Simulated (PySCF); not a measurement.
Spinor energies of N⁴⁺ (nitrogen, charge +4)

Start: [He] 2s1; 2s1/2 filled at m_j = +1/2. Calculated with PySCF 2.14 in an uncontracted even-tempered set (18 s from 0.32 bohr⁻², ratio 2.4; 10 p from 0.41 bohr⁻², ratio 2.4; 5 d from 1.3 bohr⁻², ratio 2.6; 5 f from 1.9 bohr⁻², ratio 2.6): generalised Hartree-Fock with the X2C-1e Hamiltonian and a Gaussian nucleus; one run each with spin-orbit coupling (SO) switched off, then screened by Boettger's factors.

```json
{"spinor shell": "1s1/2", "electrons": "2", "ε, spin-free (eV)": "-521.45", "ε, screened SO (eV)": "-521.45", "weight of nominal j (screened SO)": "1.000", "rms radius, screened SO (bohr)": "0.263"}
{"spinor shell": "2s1/2", "electrons": "1", "ε, spin-free (eV)": "-97.778", "ε, screened SO (eV)": "-97.778", "weight of nominal j (screened SO)": "1.000", "rms radius, screened SO (bohr)": "1.14"}
```

```json
{"quantity": "E (hartree)", "spin-free": "-48.35520", "screened SO": "-48.35520"}
{"quantity": "M_J", "spin-free": "1/2", "screened SO": "1/2"}
{"quantity": "⟨J²⟩", "spin-free": "0.750", "screened SO": "0.750"}
{"quantity": "⟨L²⟩", "spin-free": "0.000", "screened SO": "0.000"}
{"quantity": "⟨S²⟩", "spin-free": "0.750", "screened SO": "0.750"}
```

Each row is a mean over spinors that exchange with the open shell spreads, by up to 2.985 eV (1s1/2).

Without spin-orbit coupling the j labels of p, d and f shells carry no meaning; the spin-free column gives the mean over the occupied spinors of each nl shell.
